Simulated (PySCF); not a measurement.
**Vertical excitation energies**

Compound: C5H9FSe.
Numbering: `[CH3:1][CH2:2][C@@:3]1([F:4])[CH2:5][CH2:6][Se:7]1` (hydrogens: H8, H9, H10 on C1; H11, H12 on C2; H13, H14 on C5; H15, H16 on C6)

Theory: PySCF 2.14.0, density-fitted response routines, TDDFT CAM-B3LYP/def2-SVPD, vertical, gas phase, core orbitals frozen in the response. Geometry: PBE0-D3(BJ)/def2-SVP, one conformer, isolated molecule. The CAM-B3LYP/def2-SVPD calculation is non-relativistic and has no spin–orbit coupling, an omission that weighs most on selenium. Torsions of this conformer, `[CH3:1][CH2:2][C@@:3]1([F:4])[CH2:5][CH2:6][Se:7]1`: C1–C2–C3–F4 60°.

Task: What does the calculation give for the low-lying excited states?

Result: 

```csv
state,E (eV),λ (nm),f,"main configurations (H = HOMO, L = LUMO)"
S1,4.05,306.2,0.0001,H→L (92%)
S2,5.74,215.8,0.024,H→L+1 (88%)
S3,6.15,201.5,0.063,H-1→L (89%)
S4,6.32,196.2,0.029,"H→L+2 (80%), H→L+4 (10%)"
S5,6.76,183.5,0.046,H→L+3 (86%)
S6,7.14,173.7,0.013,"H→L+4 (59%), H→L+6 (14%), H→L+3 (9%)"
```

The lowest singlet lies at 4.05 eV (306 nm, ultraviolet) and is dark (f under 0.0005); its leading configuration is HOMO→LUMO (92%). The most intense listed level is S3 at 6.15 eV (202 nm, f = 0.063), 2.10 eV above S1. Löwdin shares by element: HOMO selenium 74%, carbon 16% or more; LUMO selenium 59%, carbon 24% or more (atoms not listed hold the other 17%). Orbital energies (eV): HOMO-3 -11.25, HOMO-2 -10.29, HOMO-1 -9.30, HOMO -7.73, LUMO 0.30, LUMO+1 1.08, LUMO+2 1.31. The listed states span 3.09 eV, and the widest gap between neighbours is 1.70 eV (S1 to S2). Weighted by f, the mean energy of these states is 6.35 eV. No computed singlet lies in the visible range (380 to 750 nm); the lowest, at 306 nm, stands 0.79 eV above its violet end (3.26 eV). The window holds the lowest 6 singlets.

Time: 54 s of wall time. Hardware: one thread, x86-64 server, shared host.
